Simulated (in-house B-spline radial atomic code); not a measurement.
RPA and G0W0 on TPSS: Xe VII (Xe6+)

Configuration [Kr] 4d10 5s2, mean-field start TPSS. Computed with an all-electron radial atomic-structure program (B-spline basis): all electrons, non-relativistic, point nucleus, each spin shell either full or empty, empty states to l = 9 with an (l + 1/2)⁻⁴ tail; G0W0 by contour deformation at full frequency.

Without relativity these are model numbers: it shifts the levels of so heavy an element strongly and can reorder them.

Command:
```bash
python run_gw.py task.json out
```
Settings (radii: box in bohr, nucleus in fm):
```
Z                        54
electrons                48
configuration            [Kr] 4d10 5s2
hamiltonian              nr
method                   tpss,tpss
lmax                     9
spin_polarised           False
box_radius               9.29
intervals                52
ion_configuration        [Kr] 4d10 5s1
```

Run time, properties included: 8.5 s on 1 thread of Arm Neoverse N1 (shared host).

Energies (hartree):

| term | value |
| --- | --- |
| mean-field total | -7226.14869 |
| Hartree-Fock functional on these orbitals | -7224.01538 |
| direct second order | -4.3583 |
| second-order exchange | 1.1876 |
| SOSEX correction | 1.1018 |

What is the RPA correlation energy, and what remains with SOSEX?

RPA gives -3.8268 hartree (-2.17 eV per electron); RPA + SOSEX gives -2.725, and the second-order doubles -3.1707 hartree (no singles). SOSEX takes back 29 % of the RPA value.

Quasi-particle levels (eV):

```csv
level,occupied,mean field,Σx - vxc,Σc,QP weight,G0W0
5s,yes,-82.88,-3.88,?,?,?
4d,yes,-136.71,-12.79,0.99,0.921,-148.51
5p,no,-69.96,6.55,-1.94,0.956,-65.34
```

G0W0 = mean field + (Σx - vxc) + Σc, with Σc (partial-wave tail included) taken at the quasi-particle energy. Only the outer levels were computed. Levels of low weight are left out.

Where does G0W0 put 5s?

At -89.53 eV, with Σc = -2.77 eV and a quasi-particle weight of 0.961. The tabulated removal energy is 91.6 ± 0.5 eV (NIST, semi-empirical); the calculation leaves out relativity, Breit and QED terms, and what these don't explain is the method's own error.

What does it cost to remove one electron (to [Kr] 4d10 5s1) by differences of total energies, each species on its own start (correlation terms add to the Hartree-Fock functional)?

TPSS 88.81 eV, Hartree-Fock functional 86.56 eV, + RPA 89.49 eV, + RPA + SOSEX 88.84 eV, + second order 90.48 eV. Tabulated: 91.6 ± 0.5 eV (NIST, semi-empirical); the calculation leaves out relativity, Breit and QED terms, and what these don't explain is the method's own error.
